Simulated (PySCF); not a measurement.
SMILES F[Si](F)F, doublet, CAM-B3LYP/def2-SVP optimised geometry.

```
4

F     -1.05     0.76     0.00
Si    -0.56    -0.76     0.00
F     -1.05    -1.43    -1.37
F      1.05    -0.76     0.00
```

Density from PySCF with unrestricted CAM-B3LYP/def2-TZVP at that geometry.

Minimum of the electron density along straight lines between bonded atoms, close to the bond critical point (lines longer than 1.1 times the sum of covalent radii, or with two minima, are not listed):

```json
[
 {"bond": "F1–Si2", "length / Å": "1.605", "ρ at the minimum / e bohr⁻³": "0.139", "∇²ρ there / e bohr⁻⁵": "0.94", "position (fraction from the first atom)": "0.58"},
 {"bond": "Si2–F3", "length / Å": "1.605", "ρ at the minimum / e bohr⁻³": "0.139", "∇²ρ there / e bohr⁻⁵": "0.94", "position (fraction from the first atom)": "0.42"},
 {"bond": "Si2–F4", "length / Å": "1.605", "ρ at the minimum / e bohr⁻³": "0.139", "∇²ρ there / e bohr⁻⁵": "0.94", "position (fraction from the first atom)": "0.42"}
]
```
